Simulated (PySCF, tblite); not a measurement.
Isomers of [C6H9P2]- (charge -1), one GFN2-xTB conformer each. Single-point energies are computed at PBE0/pcSseg-1 (PySCF, gas phase, no added dispersion term), electronic only.

```csv
SMILES,GFN2-xTB relative energy (kJ/mol)
CCc1[p-]cpc1C,0.0
CCc1cpc(C)[p-]1,7.4
```

Conformers: `[CH3:1][CH2:2][c:3]1[p-:4][cH:5][p:6][c:7]1[CH3:8]` (charge -1) with C1–C2–C3–P4 91°; `[CH3:1][CH2:2][c:3]1[cH:4][p:5][c:6]([CH3:7])[p-:8]1` (charge -1) with C1–C2–C3–C4 82°.

Problem. What does PBE0/pcSseg-1 give for the same structures?

Solution. 
```
         SMILES  PBE0/pcSseg-1 E (Eh)  PBE0/pcSseg-1 (kJ/mol)  GFN2-xTB (kJ/mol)  point group
  CCc1[p-]cpc1C            -916.20014                     0.0                0.0           C1
CCc1cpc(C)[p-]1            -916.19898                     3.1                7.4           C1
```

Both levels put the same isomer lowest. Neighbours under 21 kJ/mol apart (CCc1[p-]cpc1C and CCc1cpc(C)[p-]1) can change places with a better method, another conformer or zero-point energy.

Problem. What happens when harmonic zero-point energies from GFN2-xTB frequencies are added?

Solution. 
```
         SMILES  ZPE (kJ/mol)  electronic (kJ/mol)  with ZPE (kJ/mol)
  CCc1[p-]cpc1C         346.2                  0.0                0.0
CCc1cpc(C)[p-]1         345.0                  3.1                1.8
```

The zero-point energies span 1.2 kJ/mol. The order is unchanged.

Problem. As an exercise, what shares would exp(−E/RT) give at 1000 K from these electronic energies alone (no entropy, no degeneracies)?

Solution. RT = 8.314 kJ/mol: CCc1[p-]cpc1C 59.1 %, CCc1cpc(C)[p-]1 40.9 %.
